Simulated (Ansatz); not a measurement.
Basis-set extrapolation for CH$_{4}$AlFO$_{2}$ (PBE0-D4/def2-TZVP geometry, frozen core, Ansatz 0.2.0). Multiplicity 1, RHF reference.

|  | def2-TZVPP | def2-QZVPP |
| --- | --- | --- |
| HF | -531.475796 | -531.497189 |
| MP2 correlation | -0.980215 | -1.061621 |
| CCSD(T) correlation | -1.034563 | not run |

Energies in hartree. Use E(X) = E(∞) + A·exp(−7.88·√X) for Hartree–Fock and E(X) = E(∞) + B·X^(−2.97) for correlation, with X = 3 and 4, and add CCSD(T) minus MP2 of the smaller set to the MP2 limit.

Task: What is the CCSD(T) energy at the basis-set limit?

Result: HF limit: -531.497189 + (-0.021393) × 0.13774 = -531.50014. MP2 limit: -1.061621 + (-0.081406) × 0.74074 = -1.12192. Higher-order term: -1.034563 − (-0.980215) = -0.05435. Total: -532.67641 hartree, 4.52 eV below CCSD(T)/def2-TZVPP.
